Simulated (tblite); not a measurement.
GeI₂, triplet, at a GFN2-xTB geometry (the spin is typed, not shown lowest); GFN1-xTB in tblite.

The tblite input:
```
$ tblite run mol.xyz --method gfn1 --charge 0 --spin 2 --etemp 2000 --json tblite.json --no-restart

# file mol.xyz
3

Ge     0.00237481    -0.01051805     1.11980350
I      1.09910959    -1.87847454    -0.35806022
I     -1.10054344     1.88482506    -0.31804755
```

It wrote (shortened):

```
xTB calculator
 | screened Coulomb repulsion
 | Coulomb electrostatics
 |  * isotropic Klopman-Ohno-Mataga-Nishimoto electrostatics
 |  * onsite third-order electrostatics
 | DFT-D3(BJ) dispersion correction

halogen bonding energy    0.0000000000000E+00 Eh
repulsion energy          8.3195500845552E-03 Eh
dispersion energy        -1.4722936405269E-03 Eh
number of electrons       1.8000000000000E+01 e
integral cutoff           4.0000000000000E+01 bohr

------------------------------------------------------------
  cycle        total energy    energy error   density error
------------------------------------------------------------
      1     -9.559343485811  -9.5661907E+00   2.2458604E-01
      2     -9.523702116833   3.5641369E-02   2.2209149E-01
      3     -9.567516339101  -4.3814222E-02   1.1518291E-01
      4     -9.578716918884  -1.1200580E-02   9.2494618E-03
      5     -9.578818581937  -1.0166305E-04   8.0298292E-04
      6     -9.578819176108  -5.9417064E-07   2.9622142E-04
      7     -9.578819277375  -1.0126770E-07   6.9755321E-06
------------------------------------------------------------

electronic energy        -9.5856665338193E+00 Eh
total energy             -9.5788192773753E+00 Eh

Post processing:
 | Mayer-Wiberg bond orders

[Info] JSON dump of results written to 'tblite.json'
```
